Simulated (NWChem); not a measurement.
## Total energies of sulfur tetrafluoride (F₄S)

```
S
F 1 1.6133
F 1 1.6133 2 100.72
F 1 1.6883 2 87.93 3 -87.49
F 1 1.6883 2 87.93 4 174.99
```
Charge 0, spin multiplicity 1.

The numbers come from NWChem runs, not from measurements. Structure: optimised with PBE/def2-SVP, a minimum by its harmonic frequencies.

Basis set: def2-TZVP (161 functions).

| method | total energy (Ha) | relative cost |
|---|---|---|
| RHF | -795.37187 | 1 |
| MP2 | -796.58819 | 3 |
| B2PLYP | -797.37200 | 7 |
| PBE | -797.19000 | under 3 |
| B3LYP | -797.72217 | under 3 |
| TPSS | -797.76671 | under 3 |

Total energies of different functionals aren't comparable as a measure of quality: only differences taken within one method are. The cost column gives rough processor time relative to RHF; each entry includes its own SCF.

The correlated methods keep 9 core orbitals frozen. B3LYP has NWChem's definition, with VWN1-RPA local correlation.
